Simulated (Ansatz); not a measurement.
Gas-phase reaction R1 → P1 + P2, each structure at its B3LYP-D3(BJ)/def2-TZVP stationary point, reached from a drawn start (curvature not checked).
R1, CH6O3Sn (SMILES [CH3][Sn]([OH])([OH])[OH]) (charge 0, multiplicity 1, Z-matrix in Å and degrees):
```
Sn
O 1 1.9747
H 2 0.9638 1 111.86
O 1 1.9747 2 106.33 3 6.56
H 4 0.9638 1 111.87 2 -106.57
O 1 1.9747 2 106.35 3 -106.49
H 6 0.9638 1 111.87 2 6.55
C 1 2.1276 2 112.44 3 130.04
H 8 1.0876 1 108.78 2 -85.01
H 8 1.0876 9 110.16 1 119.14
H 8 1.0876 9 110.16 10 121.71
```
P1: H3O3Sn (SMILES [OH][Sn]([OH])[OH]), charge 0, multiplicity 2.
P2: CH3 (SMILES [CH3]), charge 0, multiplicity 2.

P less R. No zero-point or thermal terms; singlets are restricted closed shells; open shells are unrestricted; no spin–orbit coupling. One arrangement of each flexible species, with no search for the lowest.

Correlated levels freeze the cores. In cc and def2 sets filled d and f shells under p-block atoms count as core.

Run with Ansatz (Gaussian orbitals). All values are computed, each at the level named. Elements past Kr take the def2 small-core potentials, without spin–orbit coupling.

Total energies in hartree:

| structure | PBE/def2-TZVPP | r2SCAN/def2-TZVPP | CCSD(T)/def2-TZVPP |
|---|---|---|---|
| R1 | -481.582388 | -481.827557 | -480.566490 |
| P1 | -441.688277 | -441.895961 | -440.687941 |
| P2 | -39.788961 | -39.828996 | -39.761724 |

Question: Work out the reaction energy at each level in kcal/mol (1 hartree = 627.50947 kcal/mol), and say how far PBE/def2-TZVPP lies from CCSD(T)/def2-TZVPP.

Answer: 
- PBE/def2-TZVPP: (-441.688277) + (-39.788961) − (-481.582388) = 0.105150 hartree = 65.98 kcal/mol
- r2SCAN/def2-TZVPP: (-441.895961) + (-39.828996) − (-481.827557) = 0.102600 hartree = 64.38 kcal/mol
- CCSD(T)/def2-TZVPP: (-440.687941) + (-39.761724) − (-480.566490) = 0.116825 hartree = 73.31 kcal/mol
PBE/def2-TZVPP less CCSD(T)/def2-TZVPP: -7.33 kcal/mol. CCSD(T)/def2-TZVPP is the level counted from, the highest shown, and no exact or measured value.

Ansatz is an electronic-structure program.
